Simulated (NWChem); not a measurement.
System: ZrOCl2; SMILES [O]=[Zr]([Cl])[Cl]

The following NWChem deck was run.

```
start job
memory heap 200 mb stack 900 mb global 1100 mb
geometry units angstroms
  Zr    -0.042217    -0.296473    -0.441611
  O     -1.488145    -1.145221    -0.005768
  Cl    -0.574786     1.897547    -0.182176
  Cl     1.355180    -0.618120     1.321236
end
basis spherical
  * library def2-svp
end
ecp
  Zr library def2-ecp
end
dft
  xc pbe0
  iterations 150
end
driver
  maxiter 120
end
task dft optimize
dft
  grid fine
  convergence energy 1d-8 density 1d-7
end
task dft freq numerical
```

Output (shortened):

```
             Northwest Computational Chemistry Package (NWChem) 7.3.0
             --------------------------------------------------------

 CS  symmetry detected

                             Geometry "geometry" -> ""
                             -------------------------

 Output coordinates in angstroms (scale by  1.889725989 to convert to a.u.)

  No.       Tag          Charge          X              Y              Z
 ---- ---------------- ---------- -------------- -------------- --------------
    1 Zr                  40.0000    -0.44471208     0.33193295     0.00000000
    2 O                    8.0000    -1.63717926    -0.92467442     0.00000000
    3 Cl                  17.0000     0.90840933    -0.17293889    -1.75453675
    4 Cl                  17.0000     0.90840933    -0.17293889     1.75453675

 Effective nuclear repulsion energy (a.u.)     503.2617439121

      Symmetry information
      --------------------

 Group name             Cs
 Group number              2
 Group order               2
 No. of unique centers     3

                                Z-matrix (autoz)
                                --------

 Units are Angstrom for bonds and degrees for angles

      Type          Name      I     J     K     L     M      Value
      ----------- --------  ----- ----- ----- ----- ----- ----------
    1 Stretch                  1     2                       1.73235
    2 Stretch                  1     3                       2.27249
    3 Stretch                  1     4                       2.27249
    4 Bend                     2     1     3               104.40143
    5 Bend                     2     1     4               104.40143
    6 Bend                     3     1     4               101.08121
    7 Torsion                  2     1     3     4        -108.17695
    8 Torsion                  2     1     4     3         108.17695
    9 Torsion                  3     1     2     4         105.71252
   10 Torsion                  2     4     1     3        -108.17695
   11 Torsion                  3     2     1     4        -105.71252
   12 Torsion                  2     3     1     4         108.17695

                           NWChem Geometry Optimization
                           ----------------------------

 maximum gradient threshold         (gmax) =   0.000450
 rms gradient threshold             (grms) =   0.000300
 maximum cartesian step threshold   (xmax) =   0.001800
 rms cartesian step threshold       (xrms) =   0.001200
 fixed trust radius                (trust) =   0.300000
 source of zmatrix                         =   autoz

          -------------------
          Energy Minimization
          -------------------

 Using diagonal initial Hessian
 Scaling for Hessian diagonals: bonds = 1.00  angles = 0.25  torsions = 0.10

          --------
          Step   0

                                 NWChem DFT Module
                                 -----------------

 Summary of "ao basis" -> "ao basis" (spherical)
 ------------------------------------------------------------------------------
       Tag                 Description            Shells   Functions and Types
 ---------------- ------------------------------  ------  ---------------------
 Zr                         def2-svp                11       31   5s3p2d1f
 O                          def2-svp                 6       14   3s2p1d
 Cl                         def2-svp                 8       18   4s3p1d

      Symmetry analysis of basis
      --------------------------

        a'         49
        a"         32

            General Information
            -------------------
          SCF calculation type: DFT
          Wavefunction type:  closed shell.
          No. of atoms     :     4
          No. of electrons :    54
           Alpha electrons :    27
            Beta electrons :    27
          Charge           :     0
          Spin multiplicity:     1
          Use of symmetry is: on ; symmetry adaption is: on
          Maximum number of iterations: 150
          AO basis - number of functions:    81
                     number of shells:    33
          Convergence on energy requested:  1.00D-06
          Convergence on density requested:  1.00D-05
          Convergence on gradient requested:  5.00D-04

              XC Information
              --------------
                         PBE0 Method XC Functional
                     Hartree-Fock (Exact) Exchange  0.250
          PerdewBurkeErnzerhof Exchange Functional  0.750
            Perdew 1991 LDA Correlation Functional  1.000 local
           PerdewBurkeErnz. Correlation Functional  1.000 non-local

             Grid Information
             ----------------
          Grid used for XC integration:  medium
          Radial quadrature: Mura-Knowles
          Angular quadrature: Lebedev.
          Tag              B.-S. Rad. Rad. Pts. Rad. Cut. Ang. Pts.
          ---              ---------- --------- --------- ---------
          Zr                  1.55      123          10.0       590
          O                   0.60       49           8.0       434
          Cl                  1.00       88          10.0       590
          Grid pruning is: on
          Number of quadrature shells:   260
          Spatial weights used:  Erf1

      Superposition of Atomic Density Guess
      -------------------------------------

 Sum of atomic energies:       -1046.83767695

      Non-variational initial energy
      ------------------------------

 Total energy =   -1039.958949
 1-e energy   =   -1874.446546
 2-e energy   =     621.335063
 HOMO         =      -0.454222
 LUMO         =      -0.076760

      Symmetry analysis of molecular orbitals - initial
      -------------------------------------------------

  Numbering of irreducible representations:

     1 a'          2 a"

  Orbital symmetries:

     1 a'          2 a"          3 a'          4 a'          5 a"
     6 a'          7 a"          8 a'          9 a'         10 a"
    11 a"         12 a'         13 a'         14 a"         15 a'
    16 a'         17 a'         18 a"         19 a"         20 a'
    21 a'         22 a'         23 a'         24 a"         25 a"
    26 a'         27 a"         28 a'         29 a"         30 a'
    31 a'         32 a'         33 a"         34 a'         35 a"
    36 a'         37 a'

   convergence    iter        energy       DeltaE   RMS-Dens  Diis-err
 ---------------- ----- ----------------- --------- --------- ---------
 d= 0,ls=0.0,diis     1  -1041.7404701026 -1.25D+03  5.45D-02  2.63D+00
 d= 0,ls=0.0,diis     2  -1034.1789112040  7.56D+00  4.78D-02  4.43D+01
 d= 0,ls=0.0,diis     3  -1042.1032657925 -7.92D+00  6.62D-03  1.07D-01
 d= 0,ls=0.0,diis     4  -1042.0945157619  8.75D-03  3.37D-03  1.97D-01
 d= 0,ls=0.0,diis     5  -1042.1175774427 -2.31D-02  5.82D-04  1.03D-02
  Resetting Diis
 d= 0,ls=0.0,diis     6  -1042.1185285410 -9.51D-04  2.99D-04  2.81D-03
 d= 0,ls=0.0,diis     7  -1042.1188136557 -2.85D-04  8.05D-05  2.22D-05
 d= 0,ls=0.0,diis     8  -1042.1188129405  7.15D-07  5.71D-05  2.79D-05
 d= 0,ls=0.0,diis     9  -1042.1188151495 -2.21D-06  2.02D-05  1.31D-05
 d= 0,ls=0.0,diis    10  -1042.1188165029 -1.35D-06  4.59D-06  1.37D-07
 d= 0,ls=0.0,diis    11  -1042.1188165207 -1.78D-08  1.23D-06  1.25D-08

         Total DFT energy =    -1042.118816520705
      One electron energy =    -1878.899640623375
           Coulomb energy =      694.350130599284
    Exchange-Corr. energy =      -70.721841546452
 Nuclear repulsion energy =      213.152535049839

 Numeric. integr. density =       54.000000148307

                  Occupations of the irreducible representations
                  ----------------------------------------------

                     irrep           alpha         beta
                     --------     --------     --------
                     a'               16.0         16.0
                     a"               11.0         11.0

                       DFT Final Molecular Orbital Analysis
                       ------------------------------------

 Vector   25  Occ=2.000000D+00  E=-3.340414D-01  Symmetry=a"
              MO Center=  7.3D-01, -1.6D-01, -1.8D-13, r^2= 4.4D+00
   Bfn.  Coefficient  Atom+Function         Bfn.  Coefficient  Atom+Function
  ----- ------------  ---------------      ----- ------------  ---------------
    56      0.306507  3 Cl px                74     -0.306507  4 Cl px
    57     -0.227659  3 Cl py                58      0.227664  3 Cl pz
    75      0.227659  4 Cl py                76      0.227664  4 Cl pz
    53      0.218815  3 Cl px                71     -0.218815  4 Cl px
    55      0.176335  3 Cl pz                73      0.176335  4 Cl pz

[...]

      ----------------------
      Optimization converged
      ----------------------

  Step       Energy      Delta E   Gmax     Grms     Xrms     Xmax
  ---- ---------------- -------- -------- -------- -------- --------
@    9   -1042.13135097  5.0D-08  0.00003  0.00001  0.00060  0.00132
                                     ok       ok       ok       ok

                                Z-matrix (autoz)
                                --------

 Units are Angstrom for bonds and degrees for angles

      Type          Name      I     J     K     L     M      Value     Gradient
      ----------- --------  ----- ----- ----- ----- ----- ---------- ----------
    1 Stretch                  1     2                       1.72436   -0.00003
    2 Stretch                  1     3                       2.37942    0.00000
    3 Stretch                  1     4                       2.37942    0.00000
    4 Bend                     2     1     3               113.41297   -0.00000
    5 Bend                     2     1     4               113.41297   -0.00000
    6 Bend                     3     1     4               124.34478    0.00000
    7 Torsion                  2     1     3     4        -145.11619    0.00000
    8 Torsion                  2     1     4     3         145.11619   -0.00000
    9 Torsion                  3     1     2     4         149.03110   -0.00000
   10 Torsion                  2     4     1     3        -145.11619    0.00000
   11 Torsion                  3     2     1     4        -149.03110    0.00000
   12 Torsion                  2     3     1     4         145.11619   -0.00000

                         Geometry "geometry" -> "geometry"
                         ---------------------------------

 Output coordinates in angstroms (scale by  1.889725989 to convert to a.u.)

  No.       Tag          Charge          X              Y              Z
 ---- ---------------- ---------- -------------- -------------- --------------
    1 Zr                  40.0000    -0.24182321     0.00171693     0.00000000
    2 O                    8.0000    -1.75765351    -0.82026843     0.00000000
    3 Cl                  17.0000     0.86720202    -0.06003388    -2.10425336
    4 Cl                  17.0000     0.86720202    -0.06003388     2.10425336

 Effective nuclear repulsion energy (a.u.)     478.7352026086

      Symmetry information
      --------------------

 Group name             Cs
 Group number              2
 Group order               2
 No. of unique centers     3

                Final and change from initial internal coordinates
                --------------------------------------------------

                                Z-matrix (autoz)
                                --------

 Units are Angstrom for bonds and degrees for angles

      Type          Name      I     J     K     L     M      Value       Change
      ----------- --------  ----- ----- ----- ----- ----- ---------- ----------
    1 Stretch                  1     2                       1.72436   -0.00800
    2 Stretch                  1     3                       2.37942    0.10692
    3 Stretch                  1     4                       2.37942    0.10692
    4 Bend                     2     1     3               113.41297    9.01155
    5 Bend                     2     1     4               113.41297    9.01155
    6 Bend                     3     1     4               124.34478   23.26358
    7 Torsion                  2     1     3     4        -145.11619  -36.93924
    8 Torsion                  2     1     4     3         145.11619   36.93924
    9 Torsion                  3     1     2     4         149.03110   43.31858
   10 Torsion                  2     4     1     3        -145.11619  -36.93924
   11 Torsion                  3     2     1     4        -149.03110  -43.31858
   12 Torsion                  2     3     1     4         145.11619   36.93924

 ==============================================================================
                                internuclear distances
 ------------------------------------------------------------------------------
       center one      |      center two      | atomic units |  angstroms
 ------------------------------------------------------------------------------
    2 O                |   1 Zr               |     3.25856  |     1.72436
    3 Cl               |   1 Zr               |     4.49645  |     2.37942
    4 Cl               |   1 Zr               |     4.49645  |     2.37942
 ------------------------------------------------------------------------------
                         number of included internuclear distances:          3
 ==============================================================================

[...]

 Rotational Constants
 --------------------
 A=   0.145397 cm-1  (  0.209189 K)
 B=   0.053534 cm-1  (  0.077022 K)
 C=   0.040099 cm-1  (  0.057693 K)

 Temperature                      =   298.15K
 frequency scaling parameter      =   1.0000

 Zero-Point correction to Energy  =    3.069 kcal/mol  (  0.004890 au)
 Thermal correction to Energy     =    6.595 kcal/mol  (  0.010510 au)
 Thermal correction to Enthalpy   =    7.187 kcal/mol  (  0.011454 au)

 Total Entropy                    =   81.764 cal/mol-K
   - Translational                =   41.382 cal/mol-K (mol. weight = 175.8369)
   - Rotational                   =   28.025 cal/mol-K (symmetry #  =        1)
   - Vibrational                  =   12.357 cal/mol-K

 Cv (constant volume heat capacity) =   15.047 cal/mol-K
   - Translational                  =    2.979 cal/mol-K
   - Rotational                     =    2.979 cal/mol-K
   - Vibrational                    =    9.088 cal/mol-K

[normal modes left out]

 ----------------------------------------------------------------------------
 Normal Eigenvalue ||           Projected Infra Red Intensities
  Mode   [cm**-1]  || [atomic units] [(debye/angs)**2] [(KM/mol)] [arbitrary]
 ------ ---------- || -------------- ----------------- ---------- -----------
    1       -0.000 ||    0.000032           0.001         0.032       0.008
    2       -0.000 ||    0.001567           0.036         1.528       0.403
    3       -0.000 ||    0.001530           0.035         1.491       0.393
    4        0.000 ||    0.000213           0.005         0.207       0.055
    5        0.000 ||    0.001359           0.031         1.325       0.349
    6        0.000 ||    0.000020           0.000         0.020       0.005
    7       51.623 ||    0.054044           1.247        52.685      13.893
    8      105.097 ||    0.012743           0.294        12.423       3.276
    9      191.553 ||    0.003256           0.075         3.174       0.837
   10      369.949 ||    0.028257           0.652        27.547       7.264
   11      428.145 ||    0.139277           3.213       135.774      35.805
   12     1001.239 ||    0.224488           5.179       218.842      57.711
 ----------------------------------------------------------------------------
```

Level: PBE0/def2-SVP with def2 effective core potentials on Zr. def2 effective core potentials on Zr; no spin-orbit coupling.
